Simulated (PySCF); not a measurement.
Correlation energy of Xe⁺ (xenon, charge +1)

[Kr] 4d10 5s2 5p5, 2P determinant. All numbers are calculated (PySCF 2.14, scalar relativity by spin-free X2C-1e, in x2c-SVPall). Frozen: [Kr] 4d10; 7 electrons correlated.

MP2 pair energies summed by pair of shells (mhartree):

```csv
pair,energy,share (%)
5p-5p,-47.82,70.4
5s-5p,-16.95,24.9
5s-5s,-3.18,4.7
```

Total MP2 correlation energy: -67.95 mhartree.

Same-spin part -17.66 and opposite-spin part -50.29 mhartree; SCS-MP2 scales them by 1/3 and 6/5 to -66.23 mhartree.

```
  level  correlation energy (mhartree)
   CCSD                         -79.27
    (T)                          -0.80
CCSD(T)                         -80.07
```

Diagnostics: T1 = 0.0064, D1 = 0.0158, largest double amplitude 0.043.

Cost of the coupled-cluster step: 0.06 s of wall time on 1 thread of Intel(R) Xeon(R) 6975P-C (shared host), for 7 correlated electrons.

Iterations:

```
CC2 = 0
CCSD nocc = (np.int64(4), np.int64(3)), nmo = (13, 13)
frozen orbitals [[0, 1, 2, 3, 4, 5, 6, 7, 8, 9, 10, 11, 12, 13, 14, 15, 16, 17, 18, 19, 20, 21, 22], [0, 1, 2, 3, 4, 5, 6, 7, 8, 9, 10, 11, 12, 13, 14, 15, 16, 17, 18, 19, 20, 21, 22]]
max_cycle = 100
direct = 0
conv_tol = 1e-08
conv_tol_normt = 1e-06
diis_space = 8
diis_start_cycle = 0
Init t2, MP2 energy = -0.0679506778706807
Init E_corr(UCCSD) = -0.0679506778835354
cycle = 1  E_corr(UCCSD) = -0.07685557928906  dE = -0.00890490141  norm(t1,t2) = 0.0325154
cycle = 2  E_corr(UCCSD) = -0.0786015751871924  dE = -0.0017459959  norm(t1,t2) = 0.00922796
cycle = 3  E_corr(UCCSD) = -0.0792737162242799  dE = -0.000672141037  norm(t1,t2) = 0.0032712
cycle = 4  E_corr(UCCSD) = -0.0792670774265561  dE = 6.63879772e-06  norm(t1,t2) = 0.000349567
cycle = 5  E_corr(UCCSD) = -0.0792687541004386  dE = -1.67667388e-06  norm(t1,t2) = 5.83818e-05
cycle = 6  E_corr(UCCSD) = -0.0792683850744555  dE = 3.69025983e-07  norm(t1,t2) = 9.47256e-06
cycle = 7  E_corr(UCCSD) = -0.0792684585416154  dE = -7.34671599e-08  norm(t1,t2) = 1.69018e-06
cycle = 8  E_corr(UCCSD) = -0.0792684489923104  dE = 9.54930501e-09  norm(t1,t2) = 2.89381e-07
UCCSD converged
E(UCCSD) = -7442.318312457711  E_corr = -0.07926844899231036
UCCSD(T) correction = -0.000796951081123924
```
